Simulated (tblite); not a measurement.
C7H9O (doublet state).
Geometry (GFN2-xTB, Å), atoms numbered from 1 in this order:
```xyz
17
C7H9O angstrom
C      2.3408   -1.2695    0.2195
C      1.2957   -0.8441   -0.4116
C      0.0712   -0.0806   -0.2025
C      0.2712    1.3330   -0.6679
C      0.1243    2.3892    0.1074
C     -1.2255   -0.7521   -0.7314
C     -1.6287   -0.8283    0.7396
O     -0.4269   -0.1925    1.1616
H      2.5392   -1.0532    1.2700
H      3.0953   -1.8728   -0.2639
H      0.5485    1.4123   -1.7103
H     -0.1469    2.2773    1.1435
H      0.2725    3.3897   -0.2609
H     -1.8431   -0.1043   -1.3481
H     -1.0706   -1.7081   -1.2238
H     -2.5108   -0.2448    1.0194
H     -1.7134   -1.8393    1.1493
```

Calculated harmonic vibrations of the isolated species, GFN2-xTB (tblite), most abundant isotopes, no scaling. This tight-binding method is rough: wavenumbers can miss measured ones by several per cent, in bad cases by 10 to 20. One conformer, not necessarily the lowest. Open shells enter through the occupations alone, without spin polarisation, and single modes of such species can be off by tens of per cent.

Harmonic wavenumbers (cm⁻¹): 43.4, 68.7, 98.4, 152.0, 228.6, 257.0, 296.3, 436.6, 490.2, 528.1, 614.6, 665.2, 802.1, 852.2, 862.4, 892.3, 901.7, 937.0, 950.3, 1016.7, 1035.2, 1056.2, 1065.9, 1118.7, 1133.0, 1160.8, 1170.7, 1216.2, 1263.5, 1269.8, 1355.1, 1388.9, 1451.6, 1482.8, 1706.7, 1799.2, 2885.7, 2919.5, 2945.3, 3024.7, 3028.5, 3046.6, 3064.1, 3106.2, 3137.4.

A = 2442, B = 2183, C = 1503 MHz; mass 109.065 u (most abundant isotopes); point group C1, symmetry number 1; spin multiplicity 2.

Zero-point energy?

Half the sum of the wavenumbers: 29463 cm⁻¹ = 352.46 kJ/mol.

What is S at 500 K and 1 bar for an ideal gas of classical rigid rotors and harmonic oscillators?

Translation 178.12, rotation 123.96, vibration 178.40, spin (R ln 2) 5.76: S = 486.2 J/(mol K).

And Cp and H(500 K) − H(0)?

Cp = 212.46 J/(mol K), of which vibrations give 179.20 (their classical limit is 45 R = 374.2); H(500 K) − H(0) = 62.01 kJ/mol without the zero-point energy, 45.39 from vibrations.

Which modes carry the vibrational entropy at 500 K?

43.4 cm⁻¹: 25.62; 68.7 cm⁻¹: 21.81; 98.4 cm⁻¹: 18.83; 152.0 cm⁻¹: 15.26; 228.6 cm⁻¹: 11.95; 257.0 cm⁻¹: 11.01 J/(mol K); the other 39 give 73.93 together.

What must be added to the electronic energy to get the Gibbs energy at 500 K and 1 bar?

ZPE + [H(500 K) − H(0)] − T·S = 352.46 + 62.01 − 243.12 = 171.35 kJ/mol.

How do the functions run with temperature in this model?

```csv
T (K),S (J/(mol K)),Cp (J/(mol K)),H − H(0) (kJ/mol),G − H(0) (kJ/mol),ln q(vib)
150,320.1,87.3,9.25,-38.76,2.87
250,372.4,122.0,19.65,-73.46,5.09
298.15,395.5,140.9,25.98,-91.95,6.14
400,442.5,179.8,42.35,-134.65,8.35
600,527.4,239.1,84.64,-231.81,12.71
900,635.8,294.5,165.42,-406.83,18.99
```

q(vib) and H(0) count from the zero-point level.

Blend soft modes into free rotors: weight 1/[1 + (100 cm⁻¹/ν̃)⁴] for the oscillator and the rest for a rotor with moment μB/(μ + B), μ = h/(8π²ν), B = 10⁻⁴⁴ kg m². What vibrational entropy results?

162.66 J/(mol K) in place of 178.40, which changes −T·S at 500 K by +7.87 kJ/mol.

Hindered rotation and anharmonicity are outside this model. Other conformers, if any are populated, would add a mixing term that is left out. The structure is chiral; the term R ln 2 for an equal mix with its mirror image is left out.
